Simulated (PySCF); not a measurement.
Ge⁺: ionisation energy

Ge⁺ [Ar] 3d10 4s2 4p1 (2P) → Ge²⁺ [Ar] 3d10 4s2 (1S), as a difference of total energies. Calculation: PySCF 2.14, in aug-cc-pVDZ-PP with ECP10MDF (5s4p3d, 32 functions); a scalar-relativistic core potential. Correlated levels: valence: 3s2 3p6 3d10 frozen. The calculations carry no spin-orbit coupling.

```json
{"method": "UHF", "ionisation energy (eV)": "15.220"}
{"method": "MP2 (valence)", "ionisation energy (eV)": "15.375"}
{"method": "SCS-MP2 (valence)", "ionisation energy (eV)": "15.356"}
{"method": "CCSD (valence)", "ionisation energy (eV)": "15.451"}
{"method": "CCSD(T) (valence)", "ionisation energy (eV)": "15.464"}
{"method": "CCSDT (valence)", "ionisation energy (eV)": "15.469"}
{"method": "FCI (valence)", "ionisation energy (eV)": "15.469"}
```

Task: How much does correlation contribute at CCSD(T) (valence)?

Result: 15.464 − (15.220) = 0.244 eV, measured against UHF.

Errors of the correlated levels include the incompleteness of this basis and the frozen core.

For comparison: 15.789 eV (measured; NIST levels, between the centres of gravity of the two terms).
